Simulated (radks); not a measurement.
Results of a calculation; reference values are marked as such.
Problem. These are the eigenvalues of the occupied orbitals of an atom or ion with whole-number occupations (hartree). Code: a radial shooting solver on a logarithmic mesh with Libxc functionals. Model: Dirac Kohn-Sham, BLYP, spin-unpolarised, spherical densities, point nucleus.

1s1/2: -301.6301
2s1/2: -35.87209
2p1/2: -31.27459
2p3/2: -30.63125
3s1/2: -3.88652
3p1/2: -2.49101
3p3/2: -2.41052
3d3/2: -0.17390
4s1/2: -0.16610
3d5/2: -0.16587

Which element is it, and in what charge state? The configuration may be excited. Open shells, if any, fill j = l - 1/2 first.

Solution. Z = 28, nickel, charge 0: Ni in [Ar] 3d9 4s1. The list shows which subshells hold electrons but not how many an open one holds; the 1s level, -301.63 hartree, gives Z - s = 24.6 by -(Z - s)^2/2, which with screening and relativity narrows Z to a few neighbours, and the depths of the outer levels then fix element, charge and occupations together.
